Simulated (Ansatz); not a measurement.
CH$_{5}$ClGeOS (`C[O][GeH]([SH])[Cl]`). Charge 0, multiplicity 1. Correlated methods include outer-core shells of Ge, which these sets cover unevenly. Scalar relativity is left out up to krypton.

```xyz
10

C    -0.7363   -1.3636    0.3045
O     0.4046   -0.7419    0.8589
Ge    0.8893    0.8610    0.3248
S     1.1467    0.9662   -1.8687
Cl   -0.6818    2.2394    0.8469
H    -0.7944   -2.3715    0.7186
H    -1.6537   -0.8251    0.5660
H    -0.6668   -1.4379   -0.7868
H     2.1694    1.1849    1.0879
H    -0.0768    1.4886   -2.0522
```

Problem. Give the diagnostics of a CCSD(T)/def2-TZVPP run (frozen core, Ansatz). (An estimate is asked.)

Solution. The calculation gave: T1 = 0.0113, largest single amplitude 0.016, largest double 0.025, (T) share of the correlation energy 4.0 %, 9 CCSD cycles. The RHF solution is stable towards an unrestricted one. T1 lies under the customary mark of 0.02 for closed shells.
